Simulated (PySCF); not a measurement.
H4Cl3NSi2, singlet, at a GFN2-xTB geometry, with bond 7-1 at 2.4 times its length; CASSCF(4,5)/STO-3G run with PySCF.

Here is a job for PySCF.
```python
from pyscf import gto, scf, mcscf
import numpy

mol = gto.Mole()
mol.atom = '''
    Si   -2.46401928    0.06592977    1.16770214
    N    -0.90218582    0.75933566    0.78691119
    Si    0.37890062    0.08368695   -0.13423932
    Cl    0.98502239   -1.64711073    0.69356294
    Cl    1.88202365    1.42547464   -0.14478173
    Cl   -0.23301504   -0.29757231   -2.01414339
    H    -1.93054392   -2.95264045    2.87329209
    H    -3.18718147   -0.16609902   -0.08204170
    H    -3.09614201    1.08413367    2.00190447
    H    -0.74650383    1.69033210    1.13607145
'''
mol.basis = 'sto-3g'
mol.verbose = 4
mol.build()

mf = scf.RHF(mol)
mf.kernel()
mc = mcscf.CASSCF(mf, 5, 4)
mc.fix_spin_(ss=0.0)
mc.conv_tol = 1e-5
mc.kernel()
occ = numpy.linalg.eigvalsh(mc.fcisolver.make_rdm1(mc.ci, mc.ncas, mc.nelecas))[::-1]
ss = mc.fcisolver.spin_square(mc.ci, mc.ncas, mc.nelecas)[0]
print('natural occupations', occ.round(4), ' <S^2>', round(ss, 4))
```

What the program printed (banner, timings and long lists left out):

```
PySCF version 2.14.0

[INPUT] verbose = 4
[INPUT] num. atoms = 10
[INPUT] num. electrons = 90
[INPUT] charge = 0
[INPUT] spin (= nelec alpha-beta = 2S) = 0
[INPUT] symmetry False subgroup None
[INPUT] Mole.unit = angstrom
[INPUT] Symbol           X                Y                Z      unit          X                Y                Z       unit  Magmom
[...]
nuclear repulsion = 630.106197560738
number of shells = 32
number of NR pGTOs = 162
number of NR cGTOs = 54
basis = sto-3g
ecp = {}

******** <class 'pyscf.scf.hf.RHF'> ********
method = RHF
initial guess = minao
damping factor = 0
level_shift factor = 0
DIIS = <class 'pyscf.scf.diis.CDIIS'>
diis_start_cycle = 1
diis_space = 8
diis_damp = 0
SCF conv_tol = 1e-09
SCF conv_tol_grad = None
SCF max_cycles = 50
direct_scf = True
direct_scf_tol = 1e-13
Set gradient conv threshold to 3.16228e-05
Initial guess from minao.
init E= -1990.41687031706
[...]
cycle= 1 E= -1990.62590558627  delta_E= -0.209  |g|= 0.507  |ddm|=  3.9
[...]
cycle= 2 E= -1990.59257904238  delta_E= 0.0333  |g|= 0.408  |ddm|= 3.14
[...]
cycle= 3 E= -1990.78605559455  delta_E= -0.193  |g|= 0.266  |ddm|= 2.67
[...]
cycle= 4 E= -1990.86339038342  delta_E= -0.0773  |g|= 0.071  |ddm|= 0.812
[...]
cycle= 5 E= -1990.86773267374  delta_E= -0.00434  |g|= 0.0197  |ddm|= 0.18
[...]
cycle= 6 E= -1990.86796901241  delta_E= -0.000236  |g|= 0.00782  |ddm|= 0.0343
[...]
cycle= 7 E= -1990.86800944055  delta_E= -4.04e-05  |g|= 0.00308  |ddm|= 0.014
[...]
cycle= 8 E= -1990.86801690684  delta_E= -7.47e-06  |g|= 0.000203  |ddm|= 0.00867
[...]
cycle= 9 E= -1990.86801693554  delta_E= -2.87e-08  |g|= 6.77e-05  |ddm|= 0.000476
[...]
cycle= 10 E= -1990.86801693908  delta_E= -3.55e-09  |g|= 7.54e-06  |ddm|= 0.00018
[...]
cycle= 11 E= -1990.86801693913  delta_E= -5.05e-11  |g|= 8.05e-07  |ddm|= 2.52e-05
[...]
Extra cycle  E= -1990.86801693913  delta_E= 4.55e-13  |g|= 4.13e-07  |ddm|= 2.3e-06
converged SCF energy = -1990.86801693913

******** <class 'pyscf.mcscf.mc1step.CASSCF'> ********
CAS (2e+2e, 5o), ncore = 43, nvir = 6
max_cycle_macro = 50
max_cycle_micro = 4
conv_tol = 1e-05
conv_tol_grad = None
orbital rotation max_stepsize = 0.02
orbital rotation threshold for CI restart = 0.01
augmented hessian ah_max_cycle = 30
augmented hessian ah_conv_tol = 1e-12
augmented hessian ah_linear dependence = 1e-14
augmented hessian ah_level shift = 1e-08
augmented hessian ah_start_tol = 2.5
augmented hessian ah_start_cycle = 3
augmented hessian ah_grad_trust_region = 3
[...]
CASCI E = -1991.05799757882  S^2 = 0.0000000
[...]
macro iter   8 ( 21 JK    4 micro), CASSCF E = -1991.06763455632  dE =  7.37754947e-05  S^2 = 0.0000000
               |grad[o]|=0.00423  |grad[c]|=0.00428  |ddm|=0.00258  |maxRot[o]|=0.0145
macro iter   9 ( 16 JK    3 micro), CASSCF E = -1991.06812229173  dE = -4.87735407e-04  S^2 = 0.0000000
               |grad[o]|=0.00432  |grad[c]|=0.00045  |ddm|=0.00228  |maxRot[o]|=0.0355
macro iter  10 ( 11 JK    2 micro), CASSCF E = -1991.06843594953  dE = -3.13657805e-04  S^2 = 0.0000000
               |grad[o]|=0.00376  |grad[c]|=0.000847  |ddm|=0.00201  |maxRot[o]|=0.0377
macro iter  11 ( 21 JK    4 micro), CASSCF E = -1991.06842483387  dE =  1.11156564e-05  S^2 = 0.0000000
               |grad[o]|=0.00334  |grad[c]|=0.00319  |ddm|=0.00218  |maxRot[o]|= 0.03
macro iter  12 ( 16 JK    3 micro), CASSCF E = -1991.06875961547  dE = -3.34781598e-04  S^2 = 0.0000000
               |grad[o]|=0.00329  |grad[c]|=0.000837  |ddm|=0.00146  |maxRot[o]|=0.0322
macro iter  13 ( 16 JK    3 micro), CASSCF E = -1991.06898750854  dE = -2.27893066e-04  S^2 = 0.0000000
               |grad[o]|=0.00267  |grad[c]|=0.000841  |ddm|=0.00142  |maxRot[o]|=0.0856
macro iter  14 ( 16 JK    3 micro), CASSCF E = -1991.06917894470  dE = -1.91436167e-04  S^2 = 0.0000000
               |grad[o]|=0.00216  |grad[c]|=0.00129  |ddm|=0.00141  |maxRot[o]|=0.159
macro iter  15 (  6 JK    1 micro), CASSCF E = -1991.06927992240  dE = -1.00977692e-04  S^2 = 0.0000000
               |grad[o]|=0.00152  |grad[c]|=0.00117  |ddm|=0.000574  |maxRot[o]|=0.0656
macro iter  16 (  6 JK    1 micro), CASSCF E = -1991.06932647205  dE = -4.65496578e-05  S^2 = 0.0000000
               |grad[o]|=0.000955  |grad[c]|=0.00102  |ddm|=0.000451  |maxRot[o]|=0.0723
macro iter  17 (  3 JK    1 micro), CASSCF E = -1991.06933100652  dE = -4.53446455e-06  S^2 = 0.0000000
               |grad[o]|=0.000375  |grad[c]|=0.000187  |ddm|=7.22e-05  |maxRot[o]|=0.019
macro iter  18 (  1 JK    1 micro), CASSCF E = -1991.06933100665  dE = -1.33468347e-10  S^2 = 0.0000000
               |grad[o]|=0.000236  |grad[c]|=1.14e-05  |ddm|=2.67e-05  |maxRot[o]|=    0
1-step CASSCF converged in  18 macro (280 JK  54 micro) steps
CASSCF canonicalization
Density matrix diagonal elements [1.97873879 1.1431264  0.86419564 0.01132055 0.00261862]
CASSCF energy = -1991.06933100665
CASCI E = -1991.06933100665  E(CI) = -3.03356636902049  S^2 = 0.0000000
natural occupations [1.9863e+00 1.1385e+00 8.6150e-01 1.3500e-02 1.0000e-04]  <S^2> 0.0
```
